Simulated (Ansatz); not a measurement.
`[NH2][Al]1[NH][SiH2]1`. The species carries charge 0 and has multiplicity 1. All single points use the PBE0-D4/def2-TZVP geometry. It is one conformer, not always the lowest.

```xyz
9

N     0.909   -0.888   -1.959
Al    0.245   -0.373   -0.413
N    -0.422    1.106    0.303
Si   -0.570    0.028    1.691
H     1.008   -0.301   -2.772
H     1.243   -1.817   -2.153
H    -0.677    2.079    0.219
H     0.221    0.399    2.904
H    -1.958   -0.234    2.180
```

(1) What is the dipole moment at B3LYP/def2-TZVPP? (Best estimate.)

(2) And with PBE, r2SCAN, ωB97M-V? (Best estimate.)

(3) Give the Mulliken charges with B3LYP, ωB97M-V, PBE in def2-TZVPP. (Estimate.)

Results:

(1) Computed: 2.36 D, with components (0.76, -0.06, -2.24) D in this frame, pointing from negative to positive charge.

(2) The calculation gave: PBE 2.43 D, r2SCAN 2.48 D, ωB97M-V 2.42 D.

(3) Ansatz gave: 
```csv
atom,B3LYP,ωB97M-V,PBE
N1,-0.40,-0.37,-0.40
Al2,0.34,0.33,0.29
N3,-0.39,-0.38,-0.32
Si4,0.26,0.23,0.19
H5,0.14,0.11,0.15
H6,0.14,0.12,0.15
H7,0.10,0.08,0.11
H8,-0.09,-0.06,-0.08
H9,-0.09,-0.06,-0.08
```

B3LYP here is the variant with VWN-RPA as its local correlation; programs differ in this.
